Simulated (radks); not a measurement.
Results of a calculation; reference values are marked as such.
Neutral krypton inside a hard spherical wall (all orbitals vanish at R), configuration held at [Kr] and not refilled when levels cross. Code: a radial shooting solver on a logarithmic mesh with Libxc functionals. Model: scalar-relativistic Kohn-Sham, r2SCAN, spin-polarised, spherical densities, finite nucleus; meta-GGA in the generalised Kohn-Sham scheme; Fermi nuclear charge, rms radius 4.1884 fm. Eigenvalues in eV for spin up, with the zero of energy where the potential of the charges vanishes at infinity; a dash marks a level that is unbound or too diffuse for the functional's potential to be trusted. A positive occupied level is held by the wall or, in an anion where self-interaction has pushed it up, behind a barrier. The pressure on the wall is -dE/dV.

R (bohr)	E (hartree)	kinetic (hartree)	e(3p)	e(3d)	e(4s)	e(4p)	e(5s, empty)	e(5p, empty)	pressure (GPa)
free	-2790.72841	2854.637	-199.58	-82.829	-23.946	-9.651	-	-	0
15	-2790.72841	2854.637	-199.58	-82.829	-23.946	-9.651	-	-	< 0.0001
12	-2790.72841	2854.637	-199.58	-82.829	-23.946	-9.651	0.465	1.691	< 0.0001
10	-2790.72840	2854.637	-199.58	-82.828	-23.945	-9.650	0.830	2.524	0.000258
7	-2790.72733	2854.649	-199.51	-82.758	-23.889	-9.596	2.725	6.157	0.0886
3	-2789.46951	2860.675	-184.84	-68.242	-12.783	3.343	56.592	71.731	637
2	-2780.78224	2890.125	-149.19	-33.124	28.314	51.578	210.47	234.04	13300
1.5	-2756.30635	2962.512	-98.521	18.719	123.93	156.45	493.63	518.22	98700
